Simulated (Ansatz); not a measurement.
Frontier orbitals of `CN([SiH3])[SiH3]`.

The species carries charge 0 and has multiplicity 1. All single points use the PBE0-D4/def2-TZVP geometry. Basis def2-TZVPP, Ansatz 0.2.0.

Orbital energies of one run (eV). Highest occupied ones, from the top: -9.45, -11.80, -12.10, -12.23, -12.35, -12.50, -14.53, -15.04, -15.21, -17.23, -18.66, -21.80, -27.53, -101.63. Empty: 2.09, 2.95, 3.23, 3.34, 3.56, 3.96.

Which functional gave them?
A. revPBE
B. LDA (SPW92)
C. ωB97X-V
D. CAM-B3LYP

C. HOMO energies: ωB97X-V -9.45, LDA (SPW92) -5.87, CAM-B3LYP -8.44, revPBE -5.76 eV.
